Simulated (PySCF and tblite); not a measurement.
The numbers below are computed, except where a source is named.
Stationary points of C10H12 at GFN2-xTB, in Å:

Structure A

```
 1 C     2.174    0.516    1.223
 2 C     1.208    1.469    0.817
 3 C     0.117    1.097    0.058
 4 C    -0.231   -0.246   -0.081
 5 C    -1.616   -0.649   -0.406
 6 C    -2.808    0.178    0.007
 7 C    -2.423    0.106   -1.432
 8 C     0.715   -1.238    0.293
 9 C     2.027   -1.156   -0.405
10 C     2.815   -0.222    0.099
11 H     2.834    0.814    2.034
12 H     1.228    2.470    1.230
13 H    -0.587    1.860   -0.240
14 H    -1.762   -1.723   -0.392
15 H    -3.695   -0.344    0.331
16 H    -2.623    1.095    0.545
17 H    -1.970    0.972   -1.889
18 H    -3.044   -0.465   -2.106
19 H     1.298   -0.568    1.389
20 H     0.320   -2.243    0.432
21 H     2.233   -1.787   -1.254
22 H     3.791    0.063   -0.257
```

Structure B

```
 1 C     2.465    0.952    0.912
 2 C     1.267    1.496    1.225
 3 C     0.000    1.046    0.731
 4 C    -0.319   -0.235    0.462
 5 C    -1.557   -0.643   -0.230
 6 C    -2.846    0.122   -0.061
 7 C    -2.121    0.180   -1.362
 8 C     0.631   -1.317    0.888
 9 C     1.776   -1.189   -0.062
10 C     2.640   -0.171    0.037
11 H     3.364    1.470    1.222
12 H     1.258    2.431    1.773
13 H    -0.727    1.827    0.550
14 H    -1.663   -1.717   -0.330
15 H    -3.763   -0.445   -0.005
16 H    -2.836    0.993    0.576
17 H    -1.602    1.090   -1.620
18 H    -2.539   -0.341   -2.211
19 H     0.973   -1.127    1.910
20 H     0.172   -2.304    0.838
21 H     1.893   -1.943   -0.826
22 H     3.524   -0.157   -0.589
```

Structure C

```
 1 C     2.000    0.524    1.623
 2 C     1.170    1.463    0.809
 3 C     0.123    1.035    0.098
 4 C    -0.244   -0.351   -0.083
 5 C    -1.675   -0.687   -0.272
 6 C    -2.752    0.142    0.376
 7 C    -2.598    0.163   -1.108
 8 C     0.684   -1.333   -0.214
 9 C     2.107   -1.153   -0.180
10 C     2.745   -0.269    0.596
11 H     2.674    1.056    2.292
12 H     1.446    2.509    0.800
13 H    -0.493    1.766   -0.408
14 H    -1.856   -1.755   -0.319
15 H    -3.603   -0.369    0.801
16 H    -2.443    1.012    0.935
17 H    -2.199    1.049   -1.577
18 H    -3.336   -0.345   -1.710
19 H     1.351   -0.138    2.203
20 H     0.339   -2.321   -0.498
21 H     2.680   -1.791   -0.841
22 H     3.809   -0.110    0.497
```

Geometries: GFN2-xTB; energies: PBE0/pcSseg-1 + D3(BJ); zero-point and thermal terms from GFN2-xTB harmonic modes (soft modes blended into free rotors).

Task: Which structure is a saddle point, and along which motion?

Result: A: one imaginary mode (1429i cm⁻¹ at GFN2-xTB, mostly on H19), along the shift of hydrogen on C8 from C8 to C1.

Task: Give their symmetry and energies above the lowest.

Result: A C1, 36.8 kcal/mol; B C1, 0.0 kcal/mol; C C1, 0.5 kcal/mol.

Tunnelling of the moving H, left out here, will speed the real process. DFT energies on a tight-binding saddle of a bond shift can be off by several kcal/mol.
